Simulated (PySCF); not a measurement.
FGaH4N2, SMILES [NH2][Ga]([NH2])[F]. Coordinates come from a PBE0-D3(BJ)/def2-SVP optimisation. The structure was generated by enumeration; whether it is a known compound was not checked. The values are those of a single conformer.

**Question.** Give the equilibrium geometry at PBE0-D3(BJ)/def2-SVP (PySCF confirms it by a frequency run) as Cartesian coordinates in Å, and its point group. (Estimate from the structure and the level; the computed values follow.)

**Answer.** Several could match; the one computed here: point group C2.
```xyz
8

Ga     0.0000     0.0000    -0.0134
F      0.0000     0.0000     1.7439
N     -1.6205    -0.0497    -0.8008
H     -1.7616     0.1705    -1.7781
H     -2.4593     0.1070    -0.2560
N      1.6205     0.0497    -0.8008
H      1.7616    -0.1705    -1.7781
H      2.4593    -0.1070    -0.2560
```
